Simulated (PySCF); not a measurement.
C3HClF2, SMILES FC=C=C(F)Cl.

Geometry optimised at B3LYP-D3(BJ)/def2-SVP. The structure was generated by enumeration; whether it is a known compound was not checked.

The numbers are results of B3LYP/def2-TZVP (PySCF), not measurements.

- total energy = -774.87774 hartree
- highest occupied level = -7.79 eV
- lowest empty level = -1.35 eV
- orbital gap = 6.44 eV
- dipole moment = 0.287 e·Å
- quadrupole, principal values (traceless, Buckingham form, about the centre of nuclear charge) = -5.32, -1.00, 6.32 D·Å
- mean static polarisability = 52.3 bohr³ (7.76 Å³)
- polarisability, principal values = 32.8, 39.9, 84.3 bohr³
